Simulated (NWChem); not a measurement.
System: GeH$_{2}$BrF; SMILES [F][GeH2][Br]

NWChem input:

```
start job
memory heap 200 mb stack 900 mb global 1100 mb
geometry units angstroms noautoz
  Ge    -0.327747     0.922216     0.000000
  F      1.210953     1.738700     0.000000
  Br     0.082917    -1.363583     0.000000
  H     -1.047284     1.290302     1.312929
  H     -1.047284     1.290302    -1.312929
end
basis spherical
  * library pcseg-2
end
dft
  xc xtpss03 ctpss03
  iterations 150
  mulliken
end
task dft energy
```

Parts of the log:

```
             Northwest Computational Chemistry Package (NWChem) 7.3.0
             --------------------------------------------------------

 CS  symmetry detected

                             Geometry "geometry" -> ""
                             -------------------------

 Output coordinates in angstroms (scale by  1.889725989 to convert to a.u.)

  No.       Tag          Charge          X              Y              Z
 ---- ---------------- ---------- -------------- -------------- --------------
    1 Ge                  32.0000    -0.36689333     0.91292409     0.00000000
    2 F                    9.0000     1.15036580     1.76859257     0.00000000
    3 Br                  35.0000     0.10224451    -1.36159381     0.00000000
    4 H                    1.0000    -1.09563165     1.26243984     1.31292900
    5 H                    1.0000    -1.09563165     1.26243984    -1.31292900

 Effective nuclear repulsion energy (a.u.)     430.6405895793

      Symmetry information
      --------------------

 Group name             Cs
 Group number              2
 Group order               2
 No. of unique centers     4

                                 NWChem DFT Module
                                 -----------------

 Summary of "ao basis" -> "ao basis" (spherical)
 ------------------------------------------------------------------------------
       Tag                 Description            Shells   Functions and Types
 ---------------- ------------------------------  ------  ---------------------
 Ge                         pcseg-2                 15       43   6s5p3d1f
 F                          pcseg-2                 10       30   4s3p2d1f
 Br                         pcseg-2                 15       43   6s5p3d1f
 H                          pcseg-2                  6       14   3s2p1d

      Symmetry analysis of basis
      --------------------------

        a'         92
        a"         52

            General Information
            -------------------
          SCF calculation type: DFT
          Wavefunction type:  closed shell.
          No. of atoms     :     5
          No. of electrons :    78
           Alpha electrons :    39
            Beta electrons :    39
          Charge           :     0
          Spin multiplicity:     1
          Use of symmetry is: on ; symmetry adaption is: on
          Maximum number of iterations: 150
          AO basis - number of functions:   144
                     number of shells:    52
          Convergence on energy requested:  1.00D-06
          Convergence on density requested:  1.00D-05
          Convergence on gradient requested:  5.00D-04

              XC Information
              --------------
                  TPSS metaGGA Exchange Functional  1.000
             TPSS03 metaGGA Correlation Functional  1.000

             Grid Information
             ----------------
          Grid used for XC integration:  medium
          Radial quadrature: Mura-Knowles
          Angular quadrature: Lebedev.
          Tag              B.-S. Rad. Rad. Pts. Rad. Cut. Ang. Pts.
          ---              ---------- --------- --------- ---------
          Ge                  1.25      112          10.0       590
          F                   0.50       49          10.0       434
          Br                  1.15      112          11.0       590
          H                   0.35       45          10.0       434
          Grid pruning is: on
          Number of quadrature shells:   318
          Spatial weights used:  Erf1

      Superposition of Atomic Density Guess
      -------------------------------------

 Sum of atomic energies:       -4748.14904936

      Non-variational initial energy
      ------------------------------

 Total energy =   -4748.558393
 1-e energy   =   -7479.601621
 2-e energy   =    2300.402638
 HOMO         =      -0.367799
 LUMO         =       0.011321

      Symmetry analysis of molecular orbitals - initial
      -------------------------------------------------

  Numbering of irreducible representations:

     1 a'          2 a"

  Orbital symmetries:

     1 a'          2 a'          3 a'          4 a'          5 a"
     6 a'          7 a'          8 a"          9 a'         10 a'
    11 a'         12 a'         13 a'         14 a"         15 a'
    16 a'         17 a"         18 a'         19 a'         20 a'
    21 a"         22 a'         23 a'         24 a"         25 a'
    26 a"         27 a'         28 a"         29 a'         30 a'
    31 a'         32 a'         33 a"         34 a'         35 a'
    36 a"         37 a'         38 a'         39 a"         40 a'
    41 a'         42 a'         43 a"         44 a"         45 a'
    46 a'         47 a'         48 a'         49 a"

     ---------------------------------------------
      Total Density - Mulliken Population Analysis
     ---------------------------------------------

    Atom       Charge   Shell Charges
 -----------   ------   -------------------------------------------------------
    1 Ge  32    30.80   2.00  2.00  1.15  0.81  0.61  0.63  6.00  5.90  0.41  0.94  0.14  9.71  0.38  0.07  0.03
    2 F    9     9.64   2.00  0.65  0.97  0.32  2.49  2.47  0.74  0.00  0.00  0.00
    3 Br  35    35.43   2.00  2.00  1.20  0.74  0.89  1.11  6.00  5.94  1.13  3.20  1.20  9.74  0.26  0.02  0.00
    4 H    1     1.07   0.35  0.54  0.16  0.00  0.01  0.00
    5 H    1     1.07   0.35  0.54  0.16  0.00  0.01  0.00

   convergence    iter        energy       DeltaE   RMS-Dens  Diis-err
 ---------------- ----- ----------------- --------- --------- ---------
 d= 0,ls=0.0,diis     1  -4752.1942160602 -5.18D+03  9.50D-03  1.29D+00
 d= 0,ls=0.0,diis     2  -4751.9087174140  2.85D-01  6.74D-03  4.26D+00
 d= 0,ls=0.0,diis     3  -4752.2797289054 -3.71D-01  1.77D-03  2.43D-01
 d= 0,ls=0.0,diis     4  -4752.2931503524 -1.34D-02  1.10D-03  3.08D-02
 d= 0,ls=0.0,diis     5  -4752.2964019098 -3.25D-03  3.45D-04  5.74D-03
  Resetting Diis
 d= 0,ls=0.0,diis     6  -4752.2971238835 -7.22D-04  3.85D-05  9.40D-05
 d= 0,ls=0.0,diis     7  -4752.2971296576 -5.77D-06  2.61D-05  6.32D-06
 d= 0,ls=0.0,diis     8  -4752.2971280818  1.58D-06  1.50D-05  2.56D-05
 d= 0,ls=0.0,diis     9  -4752.2971303374 -2.26D-06  2.85D-06  4.53D-07
 d= 0,ls=0.0,diis    10  -4752.2971303767 -3.93D-08  6.92D-07  2.97D-08

         Total DFT energy =    -4752.297130376665
      One electron energy =    -7477.600512906371
           Coulomb energy =     2476.202791840956
    Exchange-Corr. energy =     -181.539998890543
 Nuclear repulsion energy =      430.640589579293

 Numeric. integr. density =       77.999979085118

                  Occupations of the irreducible representations
                  ----------------------------------------------

                     irrep           alpha         beta
                     --------     --------     --------
                     a'               28.0         28.0
                     a"               11.0         11.0

                       DFT Final Molecular Orbital Analysis
                       ------------------------------------

 Vector   37  Occ=2.000000D+00  E=-3.283400D-01  Symmetry=a'
              MO Center=  2.3D-01,  1.2D-01,  9.5D-11, r^2= 3.9D+00
   Bfn.  Coefficient  Atom+Function         Bfn.  Coefficient  Atom+Function
  ----- ------------  ---------------      ----- ------------  ---------------
    90      0.388185  3 Br py                49      0.257930  2 F  py
    84     -0.250599  3 Br py                52      0.214045  2 F  py
    87      0.201224  3 Br py                93      0.159844  3 Br py
    48     -0.158625  2 F  px                17     -0.151799  1 Ge py
    51     -0.131578  2 F  px                55      0.129017  2 F  py

 Vector   38  Occ=2.000000D+00  E=-2.817401D-01  Symmetry=a'
              MO Center=  9.7D-02, -1.2D+00,  1.8D-11, r^2= 1.9D+00
   Bfn.  Coefficient  Atom+Function         Bfn.  Coefficient  Atom+Function
  ----- ------------  ---------------      ----- ------------  ---------------
    89      0.558927  3 Br px                83     -0.350695  3 Br px
    86      0.282837  3 Br px                92      0.271921  3 Br px
    80      0.108037  3 Br px                90      0.108335  3 Br py
    49      0.080876  2 F  py                84     -0.067397  3 Br py
    52      0.066136  2 F  py                87      0.054269  3 Br py

 Vector   39  Occ=2.000000D+00  E=-2.752212D-01  Symmetry=a"
              MO Center= -7.4D-03, -1.1D+00, -1.6D-11, r^2= 2.4D+00
   Bfn.  Coefficient  Atom+Function         Bfn.  Coefficient  Atom+Function
  ----- ------------  ---------------      ----- ------------  ---------------
    91      0.556902  3 Br pz                85     -0.349771  3 Br pz
    88      0.283116  3 Br pz                94      0.278626  3 Br pz
    82      0.107719  3 Br pz               118     -0.103811  4 H  s
   132      0.103811  5 H  s                117     -0.076020  4 H  s
   131      0.076020  5 H  s                119     -0.057238  4 H  s

 Vector   40  Occ=0.000000D+00  E=-6.500883D-02  Symmetry=a'
              MO Center= -3.4D-01,  2.0D-01, -2.2D-15, r^2= 4.7D+00
   Bfn.  Coefficient  Atom+Function         Bfn.  Coefficient  Atom+Function
  ----- ------------  ---------------      ----- ------------  ---------------
     6      1.062361  1 Ge s                  5      0.412173  1 Ge s
    93     -0.394474  3 Br py                79     -0.327631  3 Br s
    90     -0.316875  3 Br py               119     -0.283199  4 H  s
   133     -0.283199  5 H  s                 17     -0.275146  1 Ge py
     4     -0.234247  1 Ge s                 84      0.195403  3 Br py

[...]
```

Level: TPSS/pcseg-2. The geometry was optimised at B3LYP/6-31G* (spherical d).
